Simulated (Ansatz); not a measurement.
The cluster Sr2Se⁺ was relaxed with B3LYP-D4 (def2-TZVP) in Ansatz in these states: charge +1 doublet, charge +1 quartet. The geometries follow in no particular order.

In the def2 sets Sr takes a core potential; there is no spin–orbit coupling.

A:

```xyz
3

Sr   -2.718   -0.961    0.149
Sr    2.428    1.451   -0.575
Se    0.290   -0.491    0.425
```

B:

```xyz
3

Sr   -1.298    1.165   -2.102
Sr    1.215   -1.300    2.072
Se    0.084    0.135    0.029
```

Q: Judge from the bond lengths which geometry belongs to which state (an estimate).

A: A is the charge +1 quartet (Sr1–Se3 3.057 Å, Sr2–Se3 3.057 Å); B is the charge +1 doublet (Sr1–Se3 2.741 Å, Sr2–Se3 2.741 Å).

At PBE0-D4/def2-TZVP a doublet lies 2.05 eV below the charge +1 quartet. These are the stationary points nearest to one start from a short search; other shapes may lie lower in each state.
